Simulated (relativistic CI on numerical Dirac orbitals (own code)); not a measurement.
# Electric-dipole lines of Er LVII

Method of calculation: Dirac-Coulomb-Breit CI, KLI orbitals optimised for each configuration, QED by a radiative potential, unscaled Slater integrals (own radial code, finite nucleus).

CI space (outside the closed core [Ne]): 3s², 3s3p, 3p², 3s3d, 3d², 3p3d, 3p4s, 3d4s, 3s4s, 3s4p, 3s4d, 3s4f, 3s5s, 3s5p, 3s5d, 4s². Levels of other configurations are missing.

```tsv
λ vac (Å)	Lower	Upper	A (s⁻¹)	E lower (eV)	E upper (eV)
3.3114	3s3p ³P°1 [3]	3s5d ³D2 [65]	3.42e+13	135.69	3879.89
3.5199	3s3p ³P°2 [5]	3s5d ³D3 [66]	4.16e+13	369.35	3891.72
3.5535	3s3p ¹P°1 [6]	3s5d ¹D2 [67]	3.75e+13	403.66	3892.74
4.4619	3s² ¹S0 [1]	3s4p ¹P°1 [43]	2.83e+13	0.00	2778.76
4.5625	3s3p ³P°0 [2]	3s4d ³D1 [44]	4.13e+13	121.88	2839.33
4.5842	3s3p ³P°1 [3]	3s4d ³D2 [45]	5.98e+13	135.69	2840.30
4.6427	3s² ¹S0 [1]	3s4p ³P°1 [39]	2.53e+13	0.00	2670.50
4.9712	3s3p ³P°2 [5]	3s4d ³D3 [46]	7.83e+13	369.35	2863.39
5.0366	3s3p ¹P°1 [6]	3s4d ¹D2 [47]	6.98e+13	403.66	2865.30
5.2083	3p² ¹D2 [7]	3s4f ³F°3 [49]	1.35e+13	525.94	2906.43
5.2945	3s3d ³D1 [9]	3s4f ³F°2 [48]	1.37e+14	562.50	2904.25
5.3128	3s3d ³D2 [10]	3s4f ³F°3 [49]	1.33e+14	572.77	2906.43
5.4005	3s3d ³D3 [11]	3s4f ³F°4 [50]	1.60e+14	618.66	2914.45
5.4227	3s3d ¹D2 [12]	3s4f ¹F°3 [51]	1.44e+14	634.89	2921.26
5.5453	3s3p ³P°2 [5]	3s4s ³S1 [36]	2.59e+13	369.35	2605.18
11.051	3s4p ³P°2 [42]	3s5d ³D3 [66]	1.45e+13	2769.76	3891.72
28.367	3s3p ³P°1 [3]	3s3d ³D2 [10]	1.31e+12	135.69	572.77
28.633	3p3d ³F°3 [16]	3d² ¹G4 [31]	6.13e+11	769.47	1202.47
28.641	3p² ³P0 [4]	3p3d ³D°1 [14]	1.11e+12	292.71	725.61
29.016	3p² ¹D2 [7]	3p3d ³D°2 [19]	7.10e+11	525.94	953.24
30.005	3s3p ³P°2 [5]	3p² ³P2 [17]	8.95e+11	369.35	782.55
30.571	3s3p ³P°0 [2]	3p² ³P1 [8]	6.10e+11	121.88	527.44
30.715	3s² ¹S0 [1]	3s3p ¹P°1 [6]	1.31e+12	0.00	403.66
31.784	3s3d ³D2 [10]	3p3d ³F°3 [21]	1.19e+12	572.77	962.85
32.625	3s3d ³D3 [11]	3p3d ³F°4 [23]	7.83e+11	618.66	998.70
32.722	3s3p ¹P°1 [6]	3p² ³P2 [17]	9.55e+11	403.66	782.55
33.058	3s3d ¹D2 [12]	3p3d ³P°2 [24]	6.81e+11	634.89	1009.94
49.729	3s3p ³P°2 [5]	3s3d ³D3 [11]	1.81e+11	369.35	618.66
50.541	3p² ³P2 [17]	3p3d ³D°3 [25]	3.38e+11	782.55	1027.87
55.761	3p3d ³D°3 [25]	3d² ³F4 [33]	2.15e+11	1027.87	1250.22
```

Terms are leading LS components. Brackets give the number of a level in order of energy, since labels repeat. The list gives strong lines, with weight on those to low levels, without lines whose two gauges differ by over a factor of 2.5. Levels whose partners in the same complex of configurations lie outside the list can be far off, and so can their lines. Rates are taken at the computed energies, electric ones in the length gauge.

At this charge energies of transitions that change n are usually good to better than 1 %, and those within a shell (Δn = 0) to a few per cent.

(1) From the table, what is the radiative lifetime of 3s5d ³D3?

Answers

(1) The listed rates from this level add up to about 5.61e+13 s⁻¹, 98 % of its decay; with all channels τ = 1.75e-14 s.

LS names give the leading component of a level, which can be under half, so a name can repeat, a term be missing and a line seem to break the LS rules.
